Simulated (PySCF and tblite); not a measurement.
The numbers below are computed, except where a source is named.
C₆H₉F₃O, numbered as in [F:1][C:2]([F:3])([F:4])[C@@H:5]1[CH2:6][CH2:7][CH2:8][O:9][CH2:10]1.

Level: PBE0-D3(BJ)/def2-SVPD//PBE0-D3(BJ)/def2-SVP, thermal terms from GFN2-xTB, symmetry numbers and mirror pairs counted. Conformers within 4 kcal/mol (GFN2-xTB free energy) were kept, 5 at most. Programs: PySCF with density fitting and tblite.

The 6-ring runs over atoms 5–6–7–8–9–10.

| conformer | shape | symmetry |
| --- | --- | --- |
| 1 | 6-ring chair (all substituents equatorial) | C1 |
| 2 | 6-ring chair (C2 axial) | C1 |

Task: Which of these conformers is the most populated at 298.15 K, and with what share?

Result: Conformer 1, about 96 %.

Task: Give the DFT energies and free energies relative to the lowest, and all weights.

Result: 
```csv
conformer,shape,E(DFT) kcal/mol,G(298.15 K) kcal/mol,weight %
1,6-ring chair (all substituents equatorial),0.00,0.00,96.1
2,6-ring chair (C2 axial),1.65,1.90,3.9
```

Task: How does its share change from 250 K to 373.15 K?

Result: From 98 % to 93 %; the mixing entropy goes from 0.21 to 0.49 cal/(mol K).
